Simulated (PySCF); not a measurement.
Cost against result

Saddle point of CH5GaO, closed shell (CH₅GaO ([CH3][GaH][OH]) → CH₃GaO ([CH3][Ga][O]) + H₂; bonds formed: H2–H4; bonds broken: Ga1–H2, O3–H4), PBE0-D4/def2-TZVP structure:

```csv
atom,x (Å),y (Å),z (Å)
Ga1,0.4011,-0.5245,0.2089
H2,-1.0404,-1.7269,-0.5312
O3,0.9800,-2.0965,0.5116
H4,-0.2901,-2.1661,-0.1431
C5,0.0428,1.3598,0.0180
H6,0.8608,1.9472,0.4359
H7,-0.8827,1.6066,0.5398
H8,-0.0715,1.6003,-1.0397
```

Barriers are electronic and count from the start structure reached by relaxing down the imaginary mode.

Computed with PySCF 2.14 with density fitting (its default auxiliary sets; JK sets also for MP2 and CCSD(T)) (basis: as named in each row); correlated methods freeze the cores. Filled d shells of the heavier atoms are correlated. The def2 sets are not built for correlating such inner shells, so the correlated values are less sure here. B3LYP uses VWN-RPA correlation. Extrapolation: Hartree–Fock as exp(−7.88 √X), correlation as X^−2.97.

Times are rough, for one single point on 4 threads of a shared host (Arm Neoverse V2).

The estimate by CCSD(T) at an estimated basis limit (MP2 extrapolated from triple and quadruple zeta, plus CCSD(T) − MP2 in triple zeta) is 67.72 kcal/mol.

| method | basis | time (s) | barrier (kcal/mol) | method less estimate |
| --- | --- | --- | --- | --- |
| HF | STO-3G | under 1 | 114.39 | 46.67 |
| B3LYP-D4 | 6-31G | 3 | 68.15 | 0.43 |
| PBE0-D4 | def2-SVP | 4 | 66.80 | -0.92 |
| PBE-D4 | def2-SVP | 4 | 57.71 | -10.02 |
| MP2 | def2-QZVPP | 5 | 64.47 | -3.25 |
| SPW92 | def2-TZVPP | 7 | 57.44 | -10.28 |
| BHLYP-D4 | def2-TZVPP | 9 | 74.67 | 6.94 |
| B3LYP-D4 | def2-TZVPP | 10 | 65.62 | -2.10 |
| PBE0-D4 | def2-TZVPP | 10 | 66.34 | -1.39 |
| PBE-D4 | def2-TZVPP | 10 | 58.21 | -9.51 |
| r2SCAN-D4 | def2-TZVPP | 21 | 63.58 | -4.15 |
| CCSD(T) | def2-SVP | 25 | 69.77 | 2.05 |
| wB97M-V | def2-TZVPP | 130 | 69.48 | 1.76 |
| CCSD(T) | def2-TZVPP | 300 | 68.20 | 0.47 |

All methods are single points on the PBE0-D4 structures.

T1 diagnostic: at most 0.025.

Labels in which every atom is bracketed show which atoms are joined, not bond orders.
